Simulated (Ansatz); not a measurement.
`BOC[SiH](F)F` + `OB1CO1` → `BOB1CO1` + `OC[SiH](F)F`  (ligand exchange at a B–O bond)

Program: Ansatz. Geometries: PBE0-D4/def2-TZVP. ΔE: electronic, gas phase. CCSD(T)/CBS is the MP2 limit (def2-TZVPP, def2-QZVPP) plus CCSD(T) − MP2 in def2-TZVPP, frozen cores. DFT in def2-TZVPP. One conformer a species, not always the lowest.

```
       species  PBE0-D4 energy (Eh)
`BOC[SiH](F)F`           -630.20526
      `OB1CO1`           -215.10160
     `BOB1CO1`           -240.53839
 `OC[SiH](F)F`           -604.75509
```

(1) Work out ΔE.

Largest T1 diagnostic among the species: 0.015.

Answers

(1) ΔE = (-240.53839) + (-604.75509) − (-630.20526) − (-215.10160) = 0.01338 Eh = +35.1 kJ/mol. CCSD(T)/CBS gives +32.4 kJ/mol.

In def2-TZVPP, CCSD(T) changes the Hartree–Fock value by +10.1 kJ/mol (the triples alone add +1.5 kJ/mol) and MP2 by +11.0 kJ/mol.
